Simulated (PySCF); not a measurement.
**In (indium, neutral) across methods**

[Kr] 4d10 5s2 5d1, 2D determinant (an excited configuration). Calculation: PySCF 2.14, in aug-cc-pVQZ-DK3 (9s8p6d3f2g, 102 functions); scalar relativity by spin-free X2C-1e.

```csv
method,E (hartree),mean ε 5s α (eV),mean ε 5s β (eV),mean ε 5d α (eV),Σ⟨r²⟩ (bohr²),⟨S²⟩
LDA,-5874.73,-11.269,-11.207,-0.636,98.27,0.750
CAM-B3LYP,-5880.90,-13.127,-13.116,-1.196,99.91,0.750
PBE,-5880.18,-10.936,-10.886,-0.758,100.0,0.750
r2SCAN,-5880.59,-11.025,-11.127,-0.652,99.41,0.750
revPBE,-5880.44,-10.833,-10.798,-0.802,100.8,0.750
PBEsol,-5877.40,-10.991,-10.939,-0.694,99.53,0.750
UHF,-5877.88871,-13.379,-13.349,-1.310,103.0,0.750
PBE0,-5880.25,-11.759,-11.716,-0.958,100.4,0.750
```

The outer electron is Rydberg-like, and this basis confines it to a smaller radius and binds it less than a complete one would.
